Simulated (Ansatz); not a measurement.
Harmonic frequencies (cm⁻¹) at PBE0-D4/def2-TZVP from Ansatz: 44, 90, 126, 170, 227, 259, 402, 450, 452, 655, 714, 720, 793, 883, 883, 1552, 2149, 2159, 2162, 3616, 3729.

Each molecule was computed in one conformer, which needn't be the lowest.

**Question.** Which molecule is it?
A. `[NH2][Ga]([F])[GeH3]`
B. `[ZnH][SiH]1N[SiH2]1`
C. `NC1=COC1`
D. `[BH]1[AlH][O][GeH2]1`

**Answer.** A.
